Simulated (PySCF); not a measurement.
C3H9BN2, SMILES C=CCB(N)N.

The structure is a stationary point at TPSSh-D3(BJ)/def2-SVP. This is a generated structure with no PubChem entry under its InChIKey; it may be hypothetical. One conformer was computed; it need not be the lowest.

Two levels are set side by side: TDA-PBE/def2-SVPD (PySCF) and TDA-LC-ωPBE/def2-SVPD (PySCF). Vertical, same geometry. The lowest singlet is HOMO→LUMO 96 % with PBE and HOMO−1→LUMO 53 %, HOMO→LUMO 34 % with the other functional; states are paired by order. Differences are taken from unrounded values.

| quantity | TDA-LC-ωPBE | TDA-PBE | TDA-PBE minus TDA-LC-ωPBE |
|---|---|---|---|
| lowest singlet excitation (eV) | 6.74 | 5.06 | -1.68 |
| lowest triplet excitation (TDA) (eV) | 4.15 | 4.37 | 0.22 |
| first bright state (f over 0.05) (eV) | 7.56 | 6.57 | -0.99 |
| its oscillator strength | 0.40 | 0.11 | -0.29 |

Functionals without exact exchange tend to place singlet excitations lower, as here. Differences between two approximate levels are no errors against the true value.

Rough cost on one machine, each run with all the roots and properties that it gave: TDA-LC-ωPBE against TDA-PBE about 4 times.
